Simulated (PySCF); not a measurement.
Can point charges reproduce the dipole moment of `[H]/N=C/B1OBOBO1`?

Coordinates (PBE0-D3(BJ)/def2-SVP, Å) and charges (e) from the PBE0/pcSseg-1 density (PySCF):

| atom | x | y | z | Mulliken | IAO | Hirshfeld | ESP-fitted |
| --- | --- | --- | --- | --- | --- | --- | --- |
| N1 | 2.505 | 1.230 | -0.123 | -0.2917 | -0.3654 | -0.1939 | -0.6375 |
| C2 | 1.938 | 0.093 | -0.228 | -0.1920 | -0.1138 | -0.0299 | +0.0482 |
| B3 | 0.377 | -0.029 | -0.055 | +0.6484 | +0.5242 | +0.2766 | +1.0503 |
| O4 | -0.409 | 1.064 | 0.189 | -0.4560 | -0.4103 | -0.2043 | -0.8055 |
| B5 | -1.762 | 0.931 | 0.340 | +0.5101 | +0.4204 | +0.2619 | +0.9734 |
| O6 | -2.332 | -0.314 | 0.239 | -0.4821 | -0.4279 | -0.2140 | -0.7937 |
| B7 | -1.561 | -1.418 | -0.006 | +0.5138 | +0.4180 | +0.2588 | +0.9712 |
| O8 | -0.206 | -1.272 | -0.152 | -0.4851 | -0.4299 | -0.2142 | -0.8593 |
| H9 | 3.520 | 1.141 | -0.259 | +0.1705 | +0.2498 | +0.1137 | +0.3670 |
| H10 | 2.500 | -0.841 | -0.436 | +0.1170 | +0.1153 | +0.0402 | +0.0412 |
| H11 | -2.449 | 1.892 | 0.559 | -0.0251 | +0.0105 | -0.0467 | -0.1800 |
| H12 | -2.066 | -2.505 | -0.092 | -0.0278 | +0.0091 | -0.0481 | -0.1751 |

Task: What dipole does each set of charges give (1 e·Å = 4.803 D), and what does the density give?

Result: The full density gives (1.05, -1.52, -0.36) D, 1.88 D in size; dipole vectors point from the negative to the positive end.

```tsv
scheme	μx	μy	μz	size (D)	share of the full size (%)	angle to the full dipole (°)
Mulliken	-0.66	-1.19	-0.10	1.36	73	63
IAO	0.22	-1.19	-0.20	1.22	65	24
Hirshfeld	0.17	-0.59	-0.11	0.62	33	18
ESP-fitted	1.04	-1.51	-0.36	1.86	99	0
```

Task: Which set comes closest?

Result: Length of the difference vector: ESP-fitted 0.01 D, IAO 0.90 D, Hirshfeld 1.30 D, Mulliken 1.75 D. Closest: ESP-fitted. ESP charges are fitted to the potential around the molecule, whose slowest-falling term is the dipole's. 

Task: What is left for the Hirshfeld atoms' own dipoles?

Result: The Hirshfeld atoms' densities add up to the full density, so μ = Σ q r + Σ (atomic dipoles). The atomic dipoles sum to (1.05, -1.52, -0.36) − (0.17, -0.59, -0.11) = (0.88, -0.93, -0.25) D, 1.30 D in size.

Task: With the origin at the mean of the coordinates, (0.005, -0.002, -0.002) Å, which are the largest single terms, by size, of the Hirshfeld dipole along the direction of the full one?

Result: B5 -2.27, O6 +1.12, O4 +1.11, O8 -0.97, H11 +0.67 D; all 12 atoms together +0.59 D. The single terms depend on the origin, their sum doesn't.

Task: Give the size of the full dipole in other units.

Result: 1.88 D = 0.739 au = 0.391 e·Å = 6.27 × 10⁻³⁰ C·m.

Isolated species at its PBE0-D3(BJ)/def2-SVP geometry (one conformer only).

Conformer computed: `[H]/[N:1]=[CH:2]/[B:3]1[O:4][BH:5][O:6][BH:7][O:8]1`: N1–C2–B3–O4 1°.
